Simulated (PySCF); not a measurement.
Stepwise substitution at one centre (Ge F-H). Gas-phase values, no solvent. Strings in code marks are SMILES.

These are PBE-D3(BJ)/def2-TZVP // r2SCAN-D4/def2-TZVP run with PySCF values and carry that method's errors. All candidates: neutral, multiplicity 1. Excitations are Tamm–Dancoff values on a coarser integration grid. The basis has no diffuse functions, so Rydberg states are missing or too high.

```
Quantity                Value
-------------------  --------
S1 excitation (TDA)   8.33 eV
LUMO                 -1.59 eV
dipole moment          2.32 D
```

Question: Name which member has these values.
A. `[F][GeH3]`
B. `[F][GeH2][F]`
C. `[F][Ge]([F])([F])[F]`
D. `[F][GeH]([F])[F]`

Answer: D, `[F][GeH]([F])[F]`. The others give `[F][GeH3]`: 7.27 eV, -1.03 eV, 1.98 D; `[F][Ge]([F])([F])[F]`: 7.72 eV, -2.92 eV, 0.00 D; `[F][GeH2][F]`: 7.69 eV, -0.90 eV, 2.44 D
